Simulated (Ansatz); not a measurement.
`[OH][InH][Br]`, relaxed with RKS PBE-D4/def2-SVP in the Gaussian-basis code of Ansatz from a rough embedded geometry. The force threshold is 0.03 eV/Å; the program also tests the step.

The species carries charge 0 and has multiplicity 1. In: def2 effective core potential.

Start:

```xyz
5

O    -1.010   -0.444   -0.171
In    0.403    0.028    0.028
Br    0.905   -0.568    1.820
H    -1.479    0.404   -0.385
H     1.182    0.580   -1.291
```

| step | energy (eV) | largest force (eV/Å) | largest move (Å) |
| --- | --- | --- | --- |
| 1 | -77267.4902 | 30.570 | 0.000 |
| 2 | -77275.6388 | 8.591 | 0.195 |
| 3 | -77277.6289 | 3.166 | 0.195 |
| 4 | -77278.0029 | 1.567 | 0.200 |
| 5 | -77278.2477 | 1.339 | 0.195 |
| 6 | -77278.2834 | 1.649 | 0.170 |
| 7 | -77278.3719 | 0.181 | 0.086 |
| 8 | -77278.3737 | 0.025 | 0.012 |

End:

```xyz
5

O    -1.514   -0.149    0.000
In    0.491    0.061   -0.029
Br    1.408   -0.766    2.143
H    -1.897    0.167   -0.842
H     1.512    0.688   -1.272
```

Run time 12 s (2 threads of a server CPU on a shared host); peak host memory 0.13 GiB.
